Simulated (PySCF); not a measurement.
Correlation energy of N²⁺ (nitrogen, charge +2)

[He] 2s2 3d1, 2D determinant (an excited configuration). Computed with PySCF 2.14 in aug-cc-pwCVTZ, with no relativity, point nucleus. Frozen: 1s2; 3 electrons correlated.

```csv
level,correlation energy (mhartree)
CCSD,-93.54
(T),-1.21
CCSD(T),-94.75
```

Diagnostics: T1 = 0.0057, D1 = 0.0104, largest double amplitude 0.153.

The outer electron is Rydberg-like, and this basis confines it to a smaller radius and binds it less than a complete one would. A double-excitation amplitude exceeds 0.15, a sign of near-degeneracy.

Cost of the coupled-cluster step: of the order of 4 core-seconds, for 3 correlated electrons.
